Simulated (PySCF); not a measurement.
BFH, SMILES F[BH], multiplicity 2. Atoms are numbered in the order given.

```xyz
3

B     -0.2189    -0.7095     0.0000
F      0.0476     0.5641     0.0000
H      0.6661    -1.5291     0.0000
```
Charge 0, spin multiplicity 2.

Geometry optimised at PBE0-D3(BJ)/def2-TZVPD. The isomer is the one that the SMILES or the coordinates give; other isomers of the formula were not compared.

The numbers are results of M06-2X/def2-TZVPD in PySCF, not measurements.

Mulliken values depend strongly on the basis, most of all with diffuse functions as here. ESP charges are fitted to the potential on shells at 1.4 to 2.0 van der Waals radii. Atomic charges (e):

```
atom  Mulliken  ESP fit  Mulliken spin
----  --------  -------  -------------
B1        0.15        ?           0.90
F2       -0.20        ?           0.01
H3        0.05        ?           0.09
```

### Question
Fill in the missing entries. (The exact figures need the calculation; the answer reports its results.)

### Answer

- B1, ESP fit: 0.01
- F2, ESP fit: -0.07
- H3, ESP fit: 0.06
